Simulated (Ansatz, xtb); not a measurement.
C2H2F4O: which of two isomers lies lower

Structure X is `O[C@H](F)C(F)(F)F`, a singlet and structure Y is `FC(F)OC(F)F`, a singlet. Both are isolated molecules in the gas phase, relaxed with PBE0-D4/def2-SVP; the shapes shown needn't be the lowest conformers.

X (Å):

| atom | x (Å) | y (Å) | z (Å) |
| --- | --- | --- | --- |
| C | -0.6760 | 0.1054 | 0.9022 |
| C | 0.8294 | 0.2749 | 0.6800 |
| F | -0.9800 | -1.1803 | 0.5576 |
| F | 1.5025 | -0.4183 | 1.6077 |
| F | 1.1694 | 1.5541 | 0.7974 |
| F | 1.2011 | -0.1532 | -0.5165 |
| O | -1.0209 | 0.3814 | 2.1844 |
| H | -0.4492 | -0.1306 | 2.7740 |
| H | -1.2236 | 0.7924 | 0.2374 |

Y (Å):

```json
{"atom": "C", "x (Å)": "-0.8476", "y (Å)": "0.4922", "z (Å)": "1.7024"}
{"atom": "C", "x (Å)": "0.9345", "y (Å)": "-0.1223", "z (Å)": "0.3215"}
{"atom": "F", "x (Å)": "-1.7541", "y (Å)": "1.4602", "z (Å)": "1.7101"}
{"atom": "F", "x (Å)": "-1.4637", "y (Å)": "-0.6664", "z (Å)": "1.9631"}
{"atom": "F", "x (Å)": "0.8053", "y (Å)": "-1.4488", "z (Å)": "0.2050"}
{"atom": "F", "x (Å)": "1.4776", "y (Å)": "0.3457", "z (Å)": "-0.7943"}
{"atom": "O", "x (Å)": "-0.2919", "y (Å)": "0.4714", "z (Å)": "0.4518"}
{"atom": "H", "x (Å)": "-0.0923", "y (Å)": "0.6741", "z (Å)": "2.4917"}
{"atom": "H", "x (Å)": "1.5956", "y (Å)": "0.0921", "z (Å)": "1.1838"}
```

**Question.** Which of the two would you expect CCSD(T)/def2-SVP + ΔMP2/def2-TZVPP electronic energies to favour?

**Answer.** Structure X; the calculation gives E(Y) − E(X) = +4.5 kcal/mol.

How the difference moves with the method:

```
                             level          geometry  E(Y) − E(X) (kcal/mol)  departure from the last row (kcal/mol)  job, with rough time for the two
                          GFN2-xTB          GFN2-xTB                      −2.1                                    −6.6              optimisation, 0.19 s
                         HF/STO-3G          GFN2-xTB                      −6.3                                   −10.9              single point, 0.61 s
                r2SCAN-D4/def2-SVP          GFN2-xTB                      +4.7                                    +0.2               single point, 7.8 s
                  PBE0-D4/def2-SVP  PBE0-D4/def2-SVP                      +4.4                                    −0.1                optimisation, 85 s
                       HF/def2-SVP  PBE0-D4/def2-SVP                      +2.0                                    −2.5           part of the CCSD(T) run
                      MP2/def2-SVP  PBE0-D4/def2-SVP                      +5.0                                    +0.5           part of the CCSD(T) run
                  CCSD(T)/def2-SVP  PBE0-D4/def2-SVP                      +4.8                                    +0.2                      single point
CCSD(T)/def2-SVP + ΔMP2/def2-TZVPP  PBE0-D4/def2-SVP                      +4.5                                                        single point, 98 s
```

As drawn, Y has 1 C–O, 1 C–H in place of 1 C–C, 1 O–H.

GFN2-xTB, HF/STO-3G put the two in the other order. The largest departure from CCSD(T)/def2-SVP + ΔMP2/def2-TZVPP is that of HF/STO-3G, 10.9 kcal/mol. The last row adds to CCSD(T) the change of the MP2 difference between the two basis sets, here −0.2 kcal/mol.

With harmonic frequencies from PBE0-D4/def2-SVP (ideal gas, rigid rotor, one conformer each, 298.15 K, 1 atm): on the last row, ΔE + ΔZPE = +4.9 kcal/mol. A mode under 50 cm⁻¹ makes harmonic enthalpies and free energies unreliable, so none is given.

The correlated steps freeze 7 core orbitals. Codes used: Ansatz 0.2.0, xtb 6.7.1; the last row on 2 threads of Arm Neoverse N1 on a shared host.
